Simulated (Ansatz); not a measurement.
The O3–H4 bond of FHOSi (SMILES O[Si]F) is stretched (multiplicity 1, the rest rigid).
Geometry at rest (charge 0, multiplicity 1):
| atom | x (Å) | y (Å) | z (Å) |
|---|---|---|---|
| Si | 0.0094 | 0.0060 | 0.6102 |
| F | -0.7351 | 1.0256 | -0.4174 |
| O | 0.7308 | -1.0461 | -0.4256 |
| H | 0.6386 | -0.9461 | -1.3817 |

Frozen-core correlation.

Codes used: Ansatz (Gaussian orbitals). 

FIC-MRCISD+Q on CASSCF(4,3)/cc-pV(T+d)Z, total energies (hartree):

```json
[
 {"R (Å)": "0.966", "CASSCF": "-464.008398", "MRCISD": "-464.532759", "weight c² of the reference": "0.89803"},
 {"R (Å)": "1.690", "CASSCF": "-463.885871", "MRCISD": "-464.400053", "weight c² of the reference": "0.89579"},
 {"R (Å)": "3.090", "CASSCF": "-463.837622", "MRCISD": "-464.339698", "weight c² of the reference": "0.89804"}
]
```

Question: Add the Davidson correction (E_MRCISD − E_CASSCF)(1 − c²)/c² and give the energies above the first point at the three levels.

Answer: 
Corrections (hartree): -0.059542, -0.059817, -0.057001. Above the first point (kcal/mol):
- R = 1.690 Å: CASSCF 76.9, MRCISD 83.3, with the correction 83.1
- R = 3.090 Å: CASSCF 107.2, MRCISD 121.1, with the correction 122.7

Doubts at one or more of the structures used: active orbitals that take no part (FIC-MRCISD+Q on CASSCF(4,3)/cc-pV(T+d)Z).

Ansatz is a program for electronic structure.
